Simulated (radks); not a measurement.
The numbers below are computed, except where a source is named.
All-electron atom: Ce in [Kr] 4d10 4f1 5s2 5p5.5 5d1 6s2 7s0.5 (fractional occupations, a model configuration). Code: a radial shooting solver on a logarithmic mesh with Libxc functionals. Model: scalar-relativistic Kohn-Sham, LDA (Slater exchange, Perdew-Wang correlation), spin-polarised, spherical densities, finite nucleus; open shells are filled with parallel spins first (spin-orbit coupling, left out, can overturn this in heavy ions); Fermi nuclear charge, rms radius 4.8771 fm.

Radial electron density D(r) = 4 pi r^2 rho(r):

r (bohr),D(r) (e/bohr),spin D(r)
0.002817,14.61,0.0000568
0.003332,18.66,0.0000763
0.003941,23.57,0.000104
0.004662,29.39,0.000142
0.005515,36.09,0.000199
0.006524,43.53,0.000284
0.007718,51.42,0.000414
0.00913,59.27,0.000620
0.0108,66.42,0.000946
0.01278,72.09,0.00146
0.01511,75.51,0.00228
0.01788,76.22,0.00353
0.02115,74.35,0.00538
0.02502,70.90,0.00798
0.02959,67.75,0.0114
0.03501,67.25,0.0155
0.04141,71.26,0.0196
0.04899,79.88,0.0229
0.05795,90.56,0.0241
0.06855,98.63,0.0226
0.08109,99.53,0.0194
0.09592,92.20,0.0186
0.1135,81.02,0.0263
0.1342,73.82,0.0475
0.1588,75.69,0.0800
0.1893,83.61,0.116
0.224,85.89,0.144
0.2649,74.90,0.184
0.3134,54.26,0.279
0.3708,36.61,0.471
0.4386,31.12,0.736
0.5188,34.53,0.969
0.6137,36.36,1.05
0.726,30.90,0.982
0.8588,21.38,0.879
1.016,13.68,0.867
1.202,9.885,0.952
1.422,8.203,1.03
1.682,6.545,1.01
1.989,4.514,0.868
2.353,2.760,0.669
2.784,1.698,0.469
3.293,1.171,0.293
3.895,0.8420,0.152
4.608,0.5436,0.0583
5.451,0.2914,0.0181
6.448,0.1376,0.0199
7.628,0.07827,0.0401
9.023,0.06720,0.0580
10.67,0.06242,0.0608
12.63,0.04677,0.0466
14.94,0.02534,0.0253
17.67,0.009423,0.00942
20.9,0.002321,0.00232
24.72,0.0003690,0.000369

D(r) has 4 maxima, at r = 0.0172, 0.0761, 0.213, 0.594 bohr, and minima at 0.0331, 0.141, 0.435 bohr, inside which lie 1.97, 11.15, 29.01 electrons.
